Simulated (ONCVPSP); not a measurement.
## Ce: variants of one ONCV potential

Base potential:

* Element: cerium (Ce)
* Generator: ONCVPSP 4.0.1
* Type: optimised norm-conserving Vanderbilt (ONCV)
* Functional: PW91
* Relativity: fully relativistic
* Frozen core: [Kr] 4d10
* Valence charge: 12
* Reference configuration: 4f1 5s2 5p6 5d1 6s2
* Partial waves: 5s+6s: rc 2.65 bohr, ncon 4, nbas 8, qcut 5.9 1/bohr, 2 projectors; 5p: rc 2.00 bohr, ncon 4, nbas 8, qcut 4.5 1/bohr, 2 projectors, debl 1.2 Ha; 5d: rc 4.00 bohr, ncon 3, nbas 6, qcut 4 1/bohr, 2 projectors, debl 2.7 Ha; 4f: rc 0.85 bohr, ncon 4, nbas 7, qcut 12.3 1/bohr, 2 projectors, debl 1.5 Ha
* Local potential: polynomial inside 0.80 bohr (lpopt 3, dvloc0 3 Ha)
* Core correction: Teter function, fcfact 1.75, rcfact 1.5

Open shells are filled in proportion to 2j + 1.

All-electron outer shells of the reference configuration (PW91, scalar-relativistic, ld1.x):

```csv
shell,level (eV),outermost node (bohr),outermost maximum (bohr)
4d,-110.53,0.31,0.66
5s,-40.64,0.75,1.37
5p,-23.26,0.81,1.55
4f,-5.44,–,0.71
6s,-3.78,1.82,3.72
5d,-3.10,0.92,2.18
```

Cutoffs, loose and tight: the cutoffs (Ha) at which the residual kinetic energy of the hardest occupied pseudo-wave falls to 1 and 0.1 mHa per electron. They do not see the model core or the augmentation charge, which bear on the density cutoff. Test errors are all-electron minus pseudo excitation energies from the reference, over the configurations 4f1 5s2 5p6 5d1 6s1; 4f1 5s2 5p6 5d1 6s0; 4f1 5s2 5p6 5d0 6s0; 4f1 5s2 5p6 5d1 6s0 6p2. A dash means not determined; rows that change the core or the reference have their own tests.

A true bound ghost makes a file unfit for plane-wave use even where its test errors are small: the radial tests pick states by their node count and pass the ghost by.

| change | outcome | cutoff, loose | cutoff, tight | bound ghosts | GHOST(+) flags above zero | largest test error (meV) |
| --- | --- | --- | --- | --- | --- | --- |
| base | generated | 281 Ha | 374 Ha | s, p3/2, d5/2, d3/2, p1/2 | f7/2, f5/2 | 4 of 4 tests not solved or not reliable |
| f: nbas 8 | generated | 371 Ha | 480 Ha | s, p3/2, d5/2, d3/2, p1/2 | f7/2, f5/2 | 4 of 4 tests not solved or not reliable |
| p: ncon 5, nbas 9 | generated | 281 Ha | 374 Ha | s, p3/2, d5/2, d3/2, p1/2 | f7/2, f5/2 | 4 of 4 tests not solved or not reliable |
| core correction Teter function, fcfact 1.75, rcfact 2.02 | generated | 281 Ha | 374 Ha | s, p3/2, d5/2, d3/2, p1/2 | f7/2, f5/2 | 4 of 4 tests not solved or not reliable |
| core correction Teter function fitted to the true core (icmod 2), fcfact 0.7 | generated | 281 Ha | 374 Ha | s, p3/2, d5/2, d3/2, p1/2 | f7/2, f5/2 | 4 of 4 tests not solved or not reliable |
| core correction Teter function, fcfact 2.3, rcfact 1.5 | generated | 281 Ha | 374 Ha | s, p3/2, d5/2, d3/2, p1/2 | f7/2, f5/2 | 4 of 4 tests not solved or not reliable |

**Question.** What comes out with this change to the base: local potential polynomial inside 0.80 bohr (lpopt 3, dvloc0 -2 Ha)?

**Answer.** outcome: generated; cutoff, loose: 281 Ha; cutoff, tight: 374 Ha; bound ghosts: s, p3/2, d5/2, p1/2, d3/2; GHOST(+) flags above zero: f7/2, f5/2; largest test error (meV): +49.

**Question.** What comes out with this change to the base: d: nproj 3?

**Answer.** outcome: generated; cutoff, loose: 281 Ha; cutoff, tight: 374 Ha; bound ghosts: s, p3/2, p1/2; GHOST(+) flags above zero: d5/2, f7/2, f5/2; largest test error (meV): +48.

**Question.** What comes out with this change to the base: d: rc 3.08?

**Answer.** outcome: generated; cutoff, loose: 281 Ha; cutoff, tight: 374 Ha; bound ghosts: s, p3/2, p1/2; GHOST(+) flags above zero: d5/2, f7/2, d3/2, f5/2; largest test error (meV): +7.1.
